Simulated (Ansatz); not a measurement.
Geometry optimisation, Ansatz, RHF/def2-SVP.

Input:

```yaml
crystal:
  periodic: [false, false, false]
  atoms:
    - { symbol: C, position_ang: [-0.18003, 0.9112, -1.34762] }
    - { symbol: S, position_ang: [0.73114, -0.4069, -0.47395] }
    - { symbol: C, position_ang: [-0.27722, -0.5058, 0.96912] }
    - { symbol: Si, position_ang: [0.20633, -0.87447, 2.57821] }
    - { symbol: H, position_ang: [0.14615, 1.86529, -0.94456] }
    - { symbol: H, position_ang: [-1.24523, 0.78373, -1.183] }
    - { symbol: H, position_ang: [0.06272, 0.85872, -2.40494] }
    - { symbol: H, position_ang: [0.1351, -1.42185, -1.16162] }
    - { symbol: H, position_ang: [0.42102, -1.20993, 3.96836] }
total_charge: 1
basis:
  gaussian: { orbitals: def2-SVP }
hamiltonian:
  xc: hf
relax:
  f_tol: 0.015
  max_steps: 40
```

Command:

```bash
$ ansatz run input.yaml --threads 1 --pin off --max-ram 2048MiB --backend cpu --events-out ev --progress --plain --runs-dir out
```

Task: Where does it end, and by what steps?

Result: It converged. Limits of this set-up: the dipole of an ion depends on the origin. After 8 steps the energy has fallen by 0.917 eV; C3 moved furthest, 0.65 Å.

```tsv
step	energy less start (eV)	largest force component (eV/Å)	accepted
0	0.0000	4.293	yes
1	-0.4815	1.823	yes
2	-0.6747	2.632	yes
3	-0.8599	0.481	yes
4	-0.8966	0.941	yes
5	-0.9093	0.142	yes
6	-0.9149	0.086	yes
7	-0.9172	0.035	yes
8	-0.9173	0.013	yes
```

```xyz
9
Properties=species:S:1:pos:R:3
C -0.235 0.916 -1.286
S 0.748 -0.480 -0.668
C 0.359 -0.654 0.959
Si 0.259 -0.843 2.513
H 0.177 1.808 -0.822
H -1.278 0.777 -1.021
H -0.090 0.948 -2.364
H 0.069 -1.485 -1.243
H -0.008 -0.987 3.932
```

Whether the end is a true minimum wasn't checked by a vibrational analysis.

The run took 17 s on 1 CPU thread of a shared host.
